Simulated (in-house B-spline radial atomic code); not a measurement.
Computed with a B-spline radial atomic code. Model: two electrons, singlet ground state, non-relativistic, full CI in B-splines with partial waves to l = 8 (at full coupling up to 3e-4 hartree above the limit, correlation up to 0.6 % small), density held at that of full coupling by Lieb maximisation.

W(λ) is the mean repulsion in the state of coupling λ less the Hartree energy of the fixed density. Its start is exact exchange, its initial slope is twice the second-order Görling-Levy correlation energy, and its area from 0 to 1 is E_xc. A straight curve means weak, dynamic correlation, and a curve that drops fast and flattens means strong correlation.

Command:
```bash
python run_ac.py task.json out
```
Settings (lengths in bohr, energies in hartree):
```
potential              dot
strength               0.074
lmax                   8
second                 -1
```

Run time, properties included: 120 s on 1 thread of Intel(R) Xeon(R) Processor @ 2.30GHz, with other jobs on the host.

**W = mean repulsion less Hartree energy, and W of three functionals.**

Given: confinement charge in harmonic well; well frequency 0.074 hartree; nuclear charge -1; external potential omega^2 r^2/2 - Z/r.

Computed: LDA exchange minus exact 13.262 millihartree; PBE exchange minus exact -2.6965 millihartree.

| coupling | W xc (hartree) | W xc minus exchange (millihartree) | kinetic minus Kohn-Sham (millihartree) | LDA (PW92) W minus its exchange (millihartree) | PBE W minus its exchange (millihartree) | SCAN W minus its exchange (millihartree) |
| --- | --- | --- | --- | --- | --- | --- |
| 0 | -0.13064 | 0 | 0 | 0 | 0 | 0 |
| 0.02 | -0.13344 | -2.797 | 0.03 | -7.44 | -3.3 | -1.8 |
| 0.05 | ? | ? | ? | ? | ? | ? |
| 0.12 | -0.14436 | -13.714 | 0.75 | -23.55 | -13.58 | -9.11 |
| 0.25 | -0.15327 | -22.631 | 2.35 | -34.68 | -21.95 | -16.04 |
| 0.4 | -0.15949 | -28.85 | 4.34 | -42.91 | -28.57 | -21.86 |
| 0.6 | -0.16444 | -33.794 | 6.77 | -50.32 | -34.78 | -27.41 |
| 0.8 | -0.1675 | -36.859 | 8.89 | -55.56 | -39.28 | -31.39 |
| 1 | -0.1696 | -38.956 | 10.76 | -59.54 | -42.76 | -34.37 |
| 1.4 | ? | ? | ? | ? | ? | ? |
| 2 | -0.17472 | -44.08 | 18 | -71.03 | -53 | -42.22 |
| 3 | -0.17697 | -46.327 | 23.51 | -76.98 | -58.41 | -45.53 |
| 4.5 | -0.17883 | -48.189 | 30.35 | -82.28 | -63.27 | -47.91 |
| 7 | -0.18054 | -49.895 | 39.94 | -87.33 | -67.93 | -49.67 |
| 10 | -0.18172 | -51.082 | 49.9 | -90.86 | -71.21 | -50.63 |

(1) What belongs in the row 0.05?

(2) What belongs in the row 1.4?

(3) What is the SCAN exchange minus exact?

**Energy parts, natural occupations and partial-wave weights.**

Computed: total energy 0.7708 hartree; exchange energy -0.13064 hartree; correlation energy -0.028191 hartree; kinetic part of the DFT correlation energy 0.010765 hartree; Kohn-Sham kinetic 0.067196 hartree; Lieb Oxford ratio E_xc over LDA exchange 1.3532.

| natural | occupation of the shell (electrons) |
| --- | --- |
| s | 1.6077 |
| p | 0.3909 |
| s | ? |
| d | 0.0001599 |
| p | 1.6389e-05 |
| f | 1.2146e-05 |

(4) What belongs in the row s?

```csv
wave,weight
s,0.80445
p,0.19546
d,?
f,6.7875e-06
g,2.7475e-06
```

(5) What belongs in the row d?

(6) What is the Hartree energy?

(7) What is the kinetic part over minus potential part?

## Answers

(1) W xc (hartree): -0.13721; W xc minus exchange (millihartree): -6.57; kinetic minus Kohn-Sham (millihartree): 0.16; LDA (PW92) W minus its exchange (millihartree): -13.84; PBE W minus its exchange (millihartree): -7.04; SCAN W minus its exchange (millihartree): -4.25.

(2) W xc (hartree): -0.17232; W xc minus exchange (millihartree): -41.682; kinetic minus Kohn-Sham (millihartree): 13.99; LDA (PW92) W minus its exchange (millihartree): -65.3; PBE W minus its exchange (millihartree): -47.86; SCAN W minus its exchange (millihartree): -38.5.

(3) -5.853 millihartree.

(4) occupation of the shell (electrons): 0.0011979.

(5) weight: 8.4629e-05.

(6) 0.26128 hartree.

(7) 0.27633.

Half-way to full coupling W has made 80 % of its drop, against 50 % for a straight line, and second-order (GL2) theory, half the initial slope, overshoots the correlation energy by about 158 %: correlation is strong. Over couplings 0 to 1 the errors in E_xc come to about -1.5 millihartree for LDA, -3.6 millihartree for PBE, -0.3 millihartree for SCAN, so SCAN is nearest. In LDA and SCAN the errors of exchange and correlation have opposite signs, so the sum is smaller than the larger of the two.
